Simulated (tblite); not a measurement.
Problem. What does the GFN2-xTB structure of `C[C@@H]([SiH3])[C@@](C)(CF)CCl` look like in three dimensions?

Solution. 
```
atom  x, y, z in Å
C1     1.287   -0.817   -1.376
C2     0.604   -0.723   -0.009
Si3    1.927   -0.295    1.314
C4    -0.660    0.171   -0.023
C5    -1.792   -0.504   -0.809
C6    -1.156    0.388    1.414
F7    -1.242   -0.806    2.086
C8    -0.333    1.532   -0.636
Cl9   -1.686    2.686   -0.491
H10    0.582   -1.050   -2.171
H11    2.030   -1.611   -1.353
H12    1.800    0.108   -1.632
H13    0.241   -1.728    0.236
H14    3.081   -1.153    1.043
H15    1.449   -0.544    2.669
H16    2.340    1.107    1.174
H17   -2.097   -1.418   -0.304
H18   -2.652    0.159   -0.873
H19   -1.480   -0.753   -1.819
H20   -2.160    0.823    1.424
H21   -0.472    1.024    1.985
H22   -0.134    1.439   -1.702
H23    0.518    1.993   -0.137
```

Any rigid rotation of these coordinates is as good. Atoms count from 1 in this order. Of the pairs four or more bonds apart, Si3···H21 is among the closest relative to their van der Waals radii: 2.82 Å, 85 % of the sum of Bondi's values. Si3 (SiH3 silicon) is tetrahedral (angles from 106.6° to 112.1°). The C–C distances run from 1.528 Å (C4–C8, drawn single) to 1.548 Å (C2–C4, drawn single), a spread of 0.020 Å.

Bonds between heavy atoms (Å): C1–C2 1.531, C2–Si3 1.919, C2–C4 1.548, C4–C5 1.534, C4–C6 1.536, C6–F7 1.372, C4–C8 1.528, C8–Cl9 1.785.

Structure optimised with GFN2-xTB, isolated species.

Point group: C1 (no symmetry element, even within 0.4 Å). Its GFN2-xTB frequencies are all real (lowest 70 cm⁻¹). The numbers are those of one conformer (C1–C2–C4–C5 70°, C2–C4–C6–F7 -49°, C2–C4–C8–Cl9 -173°). 3 starts were optimised and ended at 0.00, 1.15 and 2.44 kcal/mol (GFN2-xTB); the lowest of these is shown.

The numbers are calculated, not measured.
